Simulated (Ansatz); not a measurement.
Two members of one family (Series (HBeX)2), computed with Ansatz in the gas phase. The two geometries come from different levels. A negative affinity means that the extra electron isn't bound at that geometry and level; within about 0.2 eV of zero the sign isn't settled. Binding counts from free atoms in the multiplicity of their measured ground term, without zero-point energy. A dash marks a value that wasn't run or was left out as unsound. The structures are stationary points that may keep the symmetry of their start. Remarks come from the PBE and PBE0 runs and from stability tests at other levels; not every state was tested. A HOMO above zero means that the electron is unbound at that level and held by the basis, or that self-interaction error raises the level; the energy of removing that electron tells which. HOMO above LUMO (over both spins in singlets and doublets, within one spin in higher multiplets; at PBE or PBE0), or a gap under 0.15 eV within one spin, warns that the state may not be the lowest or that an electron is smeared out.

First: (HBe-mu-OH)2 (singlet, charge 0, r2SCAN-D4/def2-TZVP geometry).

```xyz
8

Be    0.187   -0.445    1.013
H     0.423   -0.976    2.230
O     0.167   -0.996   -0.468
Be   -0.189    0.444   -1.013
H    -0.406    0.980   -2.231
O    -0.183    0.992    0.469
H     0.328   -1.844   -0.870
H    -0.325    1.845    0.870
```

```json
{"level": "PBE-D4/def2-TZVPD", "HOMO (eV)": "-6.59", "LUMO (eV)": "-0.90", "gap (eV)": "5.69", "vertical IE (eV)": "–", "vertical EA (eV)": "-0.38", "binding per atom (eV)": "3.66"}
{"level": "r2SCAN-D4/def2-TZVP", "HOMO (eV)": "-6.87", "LUMO (eV)": "0.09", "gap (eV)": "6.96", "vertical IE (eV)": "9.90", "vertical EA (eV)": "–", "binding per atom (eV)": "3.66"}
{"level": "r2SCAN-D4/def2-TZVPD", "HOMO (eV)": "-6.89", "LUMO (eV)": "-0.18", "gap (eV)": "6.70", "vertical IE (eV)": "–", "vertical EA (eV)": "-0.54", "binding per atom (eV)": "3.66"}
{"level": "PBE0-D4/def2-SVP", "HOMO (eV)": "-7.88", "LUMO (eV)": "0.66", "gap (eV)": "8.53", "vertical IE (eV)": "–", "vertical EA (eV)": "–", "binding per atom (eV)": "3.59"}
{"level": "PBE0-D4/def2-TZVP", "HOMO (eV)": "-7.91", "LUMO (eV)": "0.01", "gap (eV)": "7.92", "vertical IE (eV)": "10.20", "vertical EA (eV)": "–", "binding per atom (eV)": "3.58"}
```

Remarks: HOMO above zero (-1 doublet), gap within one spin near zero at PBE or PBE0 (-1 doublet).

Second: (HBe-mu-NH2)2 (singlet, charge 0, PBE0-D4/def2-TZVP geometry).

```xyz
10

Be    1.088   -0.274   -0.042
H     2.442   -0.249   -0.139
N     0.024    0.007    1.237
Be   -0.944    0.608   -0.007
H    -1.854    1.613   -0.066
N    -0.145   -0.285   -1.195
H     0.285    0.575    2.031
H    -0.344   -0.859    1.618
H    -0.003    0.075   -2.129
H    -0.548   -1.211   -1.308
```

What does the change do? Estimate second minus first.


```csv
level,Δ HOMO (eV),Δ LUMO (eV),Δ gap (eV),Δ vertical IE (eV),Δ vertical EA (eV),Δ binding per atom (eV)
PBE-D4/def2-TZVPD,0.65,-0.32,-0.97,–,0.05,-0.28
r2SCAN-D4/def2-TZVP,0.68,-0.78,-1.46,-0.84,–,-0.32
r2SCAN-D4/def2-TZVPD,0.68,-0.54,-1.22,–,0.07,-0.33
PBE0-D4/def2-SVP,0.68,-0.99,-1.67,–,–,-0.27
PBE0-D4/def2-TZVP,0.70,-0.31,-1.00,-0.84,–,-0.26
```

Remarks: HOMO above zero (-1 doublet).
